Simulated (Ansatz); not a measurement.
System: sum formula ReOBr₄ (charge 0, doublet). The spin state was set by rule; other spins were not relaxed. 
Geometry from a B3LYP-D3(BJ)/def2-TZVP (Ansatz, a first-principles code) optimisation:
SMILES: [O]=[Re]([Br])([Br])([Br])[Br]
```xyz
6

Re     0.3010    -0.0905    -0.1714
O      1.6994    -0.5112    -0.9676
Br     0.6847    -0.6498     2.1877
Br    -1.2014     0.8052    -1.8935
Br    -1.1227    -2.0894    -0.2261
Br     0.6060     2.2448     0.5203
```
Charge 0, spin multiplicity 2.

Wanted: atomisation energy (electronic, to ground-state atoms), in kcal/mol. Correlated levels leave the core frozen unless marked. UHF or UKS for open shells. No spin-orbit coupling. The frozen core is the preceding noble-gas configuration, with the filled d and f shells of earlier blocks. In def2 rows, elements after Kr have scalar-relativistic effective core potentials. The coupled-cluster limit lacks core correlation, which all-electron functionals hold. Basis-set limits of correlation are two-point, X^-3; Hartree-Fock from the larger set.

```json
[
 {"level": "HF/def2-QZVPP", "program": "Ansatz", "atomisation energy (kcal/mol)": "168.5"}
]
```

Question: Predict the CCSD(T)/CBS(def2-TZVPP,def2-QZVPP) result (Ansatz).

Answer: 411.4 kcal/mol, so HF/def2-QZVPP differs from it by -242.9 kcal/mol.
